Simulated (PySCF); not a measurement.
## Eu⁵¹⁺ (europium, charge +51): Hartree-Fock from Schrödinger to Dirac-Coulomb-Breit

Occupied: 1s1/2, 2s1/2, 2p1/2, 2p3/2, 3s1/2. Hartree-Fock calculated with PySCF 2.14 in an even-tempered Gaussian basis (20 s from 6 bohr⁻², ratio 2.3; 16 p from 7.2 bohr⁻², ratio 2.3), Gaussian nucleus throughout. NR is non-relativistic, sf-X2C the spin-free one-electron X2C Hamiltonian, X2C adds the bare one-electron spin-orbit term, X2C-SNSO screens it by Boettger's factors, DC is four-component Dirac-Coulomb, and the Gaunt and Breit terms are added at first order (total energies over the DC spinors, levels after relaxing the spinors in that mean field). QED terms are absent. Levels marked empty are virtual spinors of this ion; the basis has s and p functions only, so 3d, which can lie below the n = 4 levels, is absent.

| level (eV) | NR | sf-X2C | X2C | X2C-SNSO |
| --- | --- | --- | --- | --- |
| 1s1/2 | -49718.5 | -52545.7 | -52538.8 | -52539.3 |
| 2s1/2 | -10890.1 | -11681.2 | -11679.6 | -11679.7 |
| 2p1/2 | -10554.3 | -10817.0 | -11306.5 | -11289.0 |
| 2p3/2 | -10554.3 | -10817.0 | -10608.9 | -10615.3 |
| 3s1/2 | -4487.8 | -4733.7 | -4733.4 | -4733.5 |
| 3p1/2 (empty) | -4293.4 | -4396.4 | -4521.8 | -4517.4 |
| 3p3/2 (empty) | -4293.4 | -4396.4 | -4342.5 | -4344.2 |
| 4s1/2 (empty) | -2394.5 | -2496.5 | -2496.4 | -2496.4 |

Problem. Where do the four-component calculations put these levels?

Solution. 1s1/2: DC -52591.8, DC+Gaunt -52450.8, DC+Breit -52460.2; 2s1/2: DC -11686.6, DC+Gaunt -11671.7, DC+Breit -11672.8; 2p1/2: DC -11292.9, DC+Gaunt -11267.0, DC+Breit -11269.7; 2p3/2: DC -10620.2, DC+Gaunt -10602.4, DC+Breit -10605.0; 3s1/2: DC -4735.1, DC+Gaunt -4731.2, DC+Breit -4731.7; 3p1/2 (empty): DC -4518.3, DC+Gaunt -4511.8, DC+Breit -4512.7; 3p3/2 (empty): DC -4345.2, DC+Gaunt -4340.7, DC+Breit -4341.7; 4s1/2 (empty): DC -2497.0, DC+Gaunt -2495.6, DC+Breit -2495.8 (eV).

```tsv
Hamiltonian	E (hartree)	E − E(DC) (hartree)	CPU seconds
NR	-7734.3960	392.1208	0.74
sf-X2C	-8118.1040	8.4127	0.44
X2C	-8123.7958	2.7210	0.56
X2C-SNSO	-8123.4215	3.0953	0.55
DC	-8126.5168	0.0000	30
DC+Gaunt	-8117.8343	8.6825	52
DC+Breit	-8118.6021	7.9147	150
```

Weight of the small component: 1s1/2 0.0550, 2s1/2 0.0126, 2p1/2 0.0125, 2p3/2 0.0116, 3s1/2 0.00485, 3p1/2 0.00475, 3p3/2 0.00454, 4s1/2 0.00248.

Koopmans' value for the highest occupied level at DC+Breit: 4731.7 eV, against an ionisation energy of 4729 ± 4 eV (theoretical estimate listed by NIST; NIST Atomic Spectra Database, ionization energies); the former lacks relaxation, correlation, QED and recoil.

The whole ladder took 240 s of wall time on 1 thread of Neoverse-N1 (shared host), launched as `OMP_NUM_THREADS=1 python relrun2.py TASK.json OUT` (a driver that calls PySCF for each Hamiltonian).
